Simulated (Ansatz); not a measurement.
A calculation with Ansatz (development build ahead of 0.2.0).

```yaml
crystal:
  periodic: [false, false, false]
  atoms:
    - { symbol: H, position_ang: [0.0, 0.0, -1.27195] }
    - { symbol: Br, position_ang: [0.0, 0.0, 0.03634] }
basis:
  gaussian: { orbitals: def2-TZVP }
hamiltonian:
  xc: hf
```

The input is written out in the form of the current development build from the run's settings.

Results

| Property | Result |
| --- | --- |
| Converged | yes |
| Total energy | -2572.99470 hartree |
| Spin squared of the determinant | 0.000 |
